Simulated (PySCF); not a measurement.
## Calculated data, AlBH₂NO, BFHO, BH₂O₂, AlBFH₂O and others

Computed with PySCF 2.14.0. Calculation on a computer-drawn molecule: the log of a Hartree-Fock and frozen-core CCSD(T) single point meant for a local Hartree-Fock minimum, with one planted fault or none, to be diagnosed. Offsets are logged minus clean, where the clean run is the same molecule without the fault. The reference is restricted for singlets and unrestricted otherwise, and also for a bond in bohr or an excited solution. Adding or removing an electron swaps singlet and doublet. The excited solution moves the top pair (singlet) or top alpha electron (doublet) to the lowest empty orbital. Highest occupied and lowest empty are orbital energies over both spins, largest force is the largest gradient component, triples share is (T) over the correlation energy, the T1 limit is 0.02 restricted and 0.045 unrestricted, electrons count all cores, a negative frequency is imaginary (commonest isotopes), and the dipole is about the centre of nuclear charge.

Common to all runs: meant multiplicity 1; logged SCF converged yes; possible faults no fault, one electron removed, one electron added, multiplicity raised by two, geometry at a saddle point, SCF held on an excited solution, minimal basis STO-3G, one bond length entered in bohr, all coordinates scaled.

(1) 
```xyz
6
formula=AlBH2NO meant_charge=-1 meant_basis=aug-cc-pV(D+d)Z logged_electrons=36 logged_basis_functions=119 logged_spin_squared=0 logged_highest_occupied=-4.8438 logged_lowest_empty=3.0753 logged_largest_force=3.497e-06 logged_lowest_frequency=54.506 logged_T1_diagnostic=0.018588 logged_D1_diagnostic=0.047687 logged_triples_share=0.036887 logged_CC_converged=yes logged_dipole_magnitude=3.8123 logged_SCF_stable_within_its_kind=yes logged_energy_HF=-397.24233 logged_energy_CCSD(T)=-397.80412 planted_fault=no_fault HF_energy_offset_from_clean_run=0 CCSD(T)_energy_offset_from_clean_run=0
O     -1.5231     2.9077     3.9512
B     -0.4817     2.2954     3.6791
N      0.6294     1.6419     3.3887
Al     2.0570     0.8028     3.0161
H      3.3968     0.8417     3.9087
H      2.2506    -0.1375     1.7231
```

Units: logged_highest_occupied, logged_lowest_empty in eV; logged_largest_force in hartree/bohr; logged_lowest_frequency in cm⁻¹; logged_dipole_magnitude in debye; logged_energy_HF, logged_energy_CCSD(T) in hartree; HF_energy_offset_from_clean_run, CCSD(T)_energy_offset_from_clean_run in kcal/mol.

Drawn bonds:
```csv
atom,other atom,order
1,2,1
2,3,2
3,4,1
4,5,1
4,6,1
```

(2) 
```xyz
4
formula=BFHO meant_charge=-1 meant_basis=aug-cc-pVDZ logged_electrons=24 logged_basis_functions=16 logged_spin_squared=0 logged_highest_occupied=1.1661 logged_lowest_empty=19.892 logged_largest_force=0.029504 logged_T1_diagnostic=0.015679 logged_D1_diagnostic=0.057345 logged_triples_share=0.049523 logged_CC_converged=yes logged_dipole_magnitude=1.681 logged_SCF_stable_within_its_kind=yes logged_energy_HF=-196.74747 logged_energy_CCSD(T)=-196.87793 planted_fault=minimal_basis_STO-3G HF_energy_offset_from_clean_run=1855 CCSD(T)_energy_offset_from_clean_run=2106
O      1.9286     0.6961     1.4272
B      1.4882     0.0594     0.4303
F      2.2834    -0.3536    -0.6838
H      0.3289    -0.3214     0.2218
```

Units: logged_highest_occupied, logged_lowest_empty in eV; logged_largest_force in hartree/bohr; logged_dipole_magnitude in debye; logged_energy_HF, logged_energy_CCSD(T) in hartree; HF_energy_offset_from_clean_run, CCSD(T)_energy_offset_from_clean_run in kcal/mol.

Drawn bonds:
```csv
atom,other atom,order
1,2,1
2,3,1
2,4,1
```

Notes: highest electron not bound in this basis.

(3) 
```xyz
5
formula=BH2O2 meant_charge=-1 meant_basis=aug-cc-pVDZ logged_electrons=24 logged_basis_functions=87 logged_spin_squared=0 logged_highest_occupied=-4.0624 logged_lowest_empty=4.4604 logged_largest_force=0.2261 logged_T1_diagnostic=0.018245 logged_D1_diagnostic=0.051939 logged_triples_share=0.028657 logged_CC_converged=yes logged_dipole_magnitude=2.7278 logged_SCF_stable_within_its_kind=yes logged_energy_HF=-175.63389 logged_energy_CCSD(T)=-176.1512 planted_fault=all_coordinates_scaled,by_-9.6_% HF_energy_offset_from_clean_run=37.82 CCSD(T)_energy_offset_from_clean_run=48.7
O      0.5318    -0.7532    -1.1603
B      0.2032    -1.1013    -0.1085
O      0.7069    -2.1230     0.5224
H     -0.5892    -0.6282     0.5348
H      1.2983    -2.4453    -0.0020
```

Units: logged_highest_occupied, logged_lowest_empty in eV; logged_largest_force in hartree/bohr; logged_dipole_magnitude in debye; logged_energy_HF, logged_energy_CCSD(T) in hartree; HF_energy_offset_from_clean_run, CCSD(T)_energy_offset_from_clean_run in kcal/mol.

Drawn bonds:
```csv
atom,other atom,order
1,2,1
2,3,1
2,4,1
3,5,1
```

(4) 
```xyz
6
formula=AlBFH2O meant_charge=-1 meant_basis=aug-cc-pV(D+d)Z logged_electrons=38 logged_basis_functions=119 logged_spin_squared=0 logged_highest_occupied=-2.9537 logged_lowest_empty=3.2232 logged_largest_force=3.24e-05 logged_lowest_frequency=29.911 logged_T1_diagnostic=0.020146 logged_D1_diagnostic=0.052937 logged_triples_share=0.031962 logged_CC_converged=yes logged_dipole_magnitude=4.4387 logged_SCF_stable_within_its_kind=yes logged_energy_HF=-442.20667 logged_energy_CCSD(T)=-442.82414 planted_fault=no_fault HF_energy_offset_from_clean_run=0 CCSD(T)_energy_offset_from_clean_run=0
O      0.0834     0.5746    -0.1460
B      0.5071    -0.2621     0.7064
Al    -1.0511    -0.6931     2.2733
F     -1.0180    -1.7199     3.6231
H      1.6209    -0.8127     0.7371
H     -2.5283    -0.0137     2.3055
```

Units: logged_highest_occupied, logged_lowest_empty in eV; logged_largest_force in hartree/bohr; logged_lowest_frequency in cm⁻¹; logged_dipole_magnitude in debye; logged_energy_HF, logged_energy_CCSD(T) in hartree; HF_energy_offset_from_clean_run, CCSD(T)_energy_offset_from_clean_run in kcal/mol.

Drawn bonds:
```csv
atom,other atom,order
1,2,1
2,3,1
3,4,1
2,5,1
3,6,1
```

Notes: T1 above single-reference limit.

(5) 
```xyz
6
formula=Al2H3O meant_charge=1 meant_basis=cc-pV(D+d)Z logged_electrons=36 logged_basis_functions=75 logged_spin_squared=0 logged_highest_occupied=-15.822 logged_lowest_empty=-4.7283 logged_largest_force=3.304e-05 logged_lowest_frequency=116.57 logged_T1_diagnostic=0.016891 logged_D1_diagnostic=0.038593 logged_triples_share=0.020752 logged_CC_converged=yes logged_dipole_magnitude=0.34996 logged_SCF_stable_within_its_kind=yes logged_energy_HF=-560.25696 logged_energy_CCSD(T)=-560.58475 planted_fault=no_fault HF_energy_offset_from_clean_run=0 CCSD(T)_energy_offset_from_clean_run=0
O      1.1777     2.6196    -0.1024
Al     0.3166     1.3840    -0.6721
Al    -1.1347    -0.6962    -1.6326
H      1.6812     3.3415     0.2311
H     -0.9339    -0.8540    -3.1655
H     -1.9312    -1.3928    -0.4946
```

Units: logged_highest_occupied, logged_lowest_empty in eV; logged_largest_force in hartree/bohr; logged_lowest_frequency in cm⁻¹; logged_dipole_magnitude in debye; logged_energy_HF, logged_energy_CCSD(T) in hartree; HF_energy_offset_from_clean_run, CCSD(T)_energy_offset_from_clean_run in kcal/mol.

Drawn bonds:
```csv
atom,other atom,order
1,2,1
2,3,1
1,4,1
3,5,1
3,6,1
```

(6) 
```xyz
6
formula=Al2H3O meant_charge=1 meant_basis=cc-pV(D+d)Z logged_electrons=36 logged_basis_functions=75 logged_spin_squared=0 logged_highest_occupied=-10.999 logged_lowest_empty=-10.414 logged_largest_force=0.021603 logged_dipole_magnitude=0.63889 logged_SCF_stable_within_its_kind=no logged_energy_HF=-559.85898 planted_fault=SCF_held_on_an_excited_solution HF_energy_offset_from_clean_run=249.7
O      1.1777     2.6196    -0.1024
Al     0.3166     1.3840    -0.6721
Al    -1.1347    -0.6962    -1.6326
H      1.6812     3.3415     0.2311
H     -0.9339    -0.8540    -3.1655
H     -1.9312    -1.3928    -0.4946
```

Units: logged_highest_occupied, logged_lowest_empty in eV; logged_largest_force in hartree/bohr; logged_dipole_magnitude in debye; logged_energy_HF in hartree; HF_energy_offset_from_clean_run in kcal/mol.

Drawn bonds:
```csv
atom,other atom,order
1,2,1
2,3,1
1,4,1
3,5,1
3,6,1
```

Notes: coupled-cluster numbers left out as unreliable.

(7) 
```xyz
6
formula=Al2FH2O meant_charge=1 meant_basis=cc-pV(D+d)Z logged_electrons=44 logged_basis_functions=84 logged_spin_squared=0 logged_highest_occupied=-16.432 logged_lowest_empty=-4.7435 logged_largest_force=2.557e-05 logged_lowest_frequency=89.137 logged_T1_diagnostic=0.017914 logged_D1_diagnostic=0.041685 logged_triples_share=0.019373 logged_CC_converged=yes logged_dipole_magnitude=4.1698 logged_SCF_stable_within_its_kind=yes logged_energy_HF=-659.19437 logged_energy_CCSD(T)=-659.70012
O      0.4833    -0.3801    -0.5430
Al    -1.0343     0.1445    -0.5318
Al    -3.5652     0.9762    -0.4996
F     -4.3849    -0.3323     0.0290
H      1.3646    -0.7123    -0.5406
H     -3.9903     2.4021    -0.9169
```

Units: logged_highest_occupied, logged_lowest_empty in eV; logged_largest_force in hartree/bohr; logged_lowest_frequency in cm⁻¹; logged_dipole_magnitude in debye; logged_energy_HF, logged_energy_CCSD(T) in hartree.

Drawn bonds:
```csv
atom,other atom,order
1,2,1
2,3,1
3,4,1
1,5,1
3,6,1
```

(8) 
```xyz
9
formula=AlBH5OSi meant_charge=1 meant_basis=cc-pV(D+d)Z logged_electrons=45 logged_basis_functions=99 logged_spin_squared=0.7589 logged_highest_occupied=-6.6254 logged_lowest_empty=1.5186 logged_largest_force=0.034962 logged_T1_diagnostic=0.015383 logged_D1_diagnostic=0.040113 logged_triples_share=0.027073 logged_CC_converged=yes logged_dipole_magnitude=5.0241 logged_SCF_stable_within_its_kind=yes logged_energy_HF=-633.29054 logged_energy_CCSD(T)=-633.7794
O     -1.7516     1.9052    -2.7244
Al    -0.8244     0.9495    -1.8304
B      0.4036    -0.3362    -0.5698
Si    -0.0763    -0.6346     1.4045
H     -2.2877     2.4640    -3.2606
H      1.3017    -0.8143    -1.1923
H     -1.3256    -1.4274     1.3597
H      1.0130    -1.3461     2.0912
H     -0.3369     0.6944     1.9973
```

Units: logged_highest_occupied, logged_lowest_empty in eV; logged_largest_force in hartree/bohr; logged_dipole_magnitude in debye; logged_energy_HF, logged_energy_CCSD(T) in hartree.

Drawn bonds:
```csv
atom,other atom,order
1,2,1
2,3,1
3,4,1
1,5,1
3,6,1
4,7,1
4,8,1
4,9,1
```

Question: Which fault was planted in the run of Al₂FH₂O (entry 7)?
Answer: no fault

Question: AlBH₅OSi (entry 8): planted fault?
Answer: one electron added

Further results for Al₂FH₂O (entry 7):

* HF energy offset from clean run: 0 kcal/mol
* CCSD(T) energy offset from clean run: 0 kcal/mol

Further results for AlBH₅OSi (entry 8):

- HF energy offset from clean run: -130.5 kcal/mol
- CCSD(T) energy offset from clean run: -144 kcal/mol
